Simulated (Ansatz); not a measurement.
Geometry optimisation, Ansatz, RKS PBE/def2-SVP.

input.yaml

```yaml
crystal:
  periodic: [false, false, false]
  atoms:
    - { symbol: B, position_ang: [0.0, 0.0, 0.0] }
    - { symbol: Cl, position_ang: [0.0, 0.0, 2.21] }
    - { symbol: H, position_ang: [1.0305, 0.0, -0.595] }
    - { symbol: F, position_ang: [-1.1431, 0.0, -0.66] }
    - { symbol: O, position_ang: [0.0715, -1.6212, 0.5392] }
    - { symbol: H, position_ang: [-0.475, -2.2058, -0.077] }
    - { symbol: H, position_ang: [0.053, -1.2026, 1.6085] }
basis:
  gaussian: { orbitals: def2-SVP }
hamiltonian:
  xc: pbe
relax:
  f_tol: 0.15
  max_steps: 25
  restrain:
    - { distance: [0, 4], at: 2.61, k: 30.0 }
    - { distance: [6, 1], at: 2.57, k: 30.0 }
    - { distance: [0, 1], at: 1.86, k: 30.0 }
    - { distance: [6, 4], at: 1.01, k: 30.0 }
```

Run as:

```bash
$ ansatz run input.yaml --threads 1 --pin off --max-ram 2048MiB --backend cpu --events-out ev --progress --plain --runs-dir out
```

Problem. Where does it end, and by what steps?

Solution. It converged. The restraints hold the end off the free minimum; the threshold counts their pulls, which the force column leaves out. Restrained pairs: B1–O5 (1.71 → 2.60 Å), Cl2–H7 (1.35 → 2.57 Å), B1–Cl2 (2.21 → 1.83 Å), O5–H7 (1.15 → 0.99 Å). After 8 steps the energy has fallen by 1.928 eV (the restraints' own energy left out); H7 moved furthest, 0.72 Å.

```tsv
step	energy less start (eV)	largest force component (eV/Å)	accepted
0	0.0000	5.207	yes
1	-0.5270	3.563	yes
2	-0.6810	2.933	yes
3	-1.0537	2.566	yes
4	-1.7439	1.289	yes
5	-1.8859	0.858	yes
6	-1.8390	1.679	no
7	-1.9242	0.826	yes
8	-1.9279	0.871	yes
```

```xyz
7
Properties=species:S:1:pos:R:3
B 0.042 0.318 0.077
Cl -0.070 0.629 1.878
H 1.101 0.430 -0.490
F -1.098 0.188 -0.583
O 0.210 -2.238 0.513
H -0.691 -2.456 0.198
H 0.043 -1.901 1.432
```

Time of the run: 8.6 s on 1 thread of AMD EPYC 9R45 96-Core Processor (Zen 5), with other jobs on the host, peak memory 0.17 GiB.
